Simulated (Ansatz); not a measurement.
C2H7BSSi (`S[SiH]1BCC1`) at its PBE0-D4/def2-TZVP geometry, where that method's forces vanish. Charge 0, multiplicity 1.

```xyz
12

S     0.2525   -2.1282   -1.4940
Si    0.6700   -0.9078    0.2237
B     1.1656    0.9502   -0.4098
C    -0.3421    1.3109   -0.1680
C    -0.7986    0.1645    0.7777
H    -0.4826   -3.0381   -0.8309
H     1.3587   -1.7266    1.2631
H     2.0722    1.6325   -0.7759
H    -0.6301    2.3300    0.1088
H    -0.7797    1.1418   -1.1703
H    -1.8246   -0.1820    0.6514
H    -0.6612    0.4529    1.8244
```

What forces (eV/Å) does PBE-D4/def2-TZVPP give on these atoms in Ansatz 0.2.0? (An estimate is asked.)

Computed: 
```
S1   0.109  0.057 -0.324
Si2  0.122 -0.011  0.033
B3   0.002 -0.020 -0.046
C4   0.145  0.002  0.041
C5  -0.075 -0.017  0.049
H6  -0.145 -0.177  0.132
H7   0.085 -0.099  0.132
H8   0.110  0.077 -0.031
H9  -0.072  0.225  0.031
H10 -0.090 -0.006 -0.195
H11 -0.207 -0.080 -0.015
H12  0.016  0.050  0.195
```
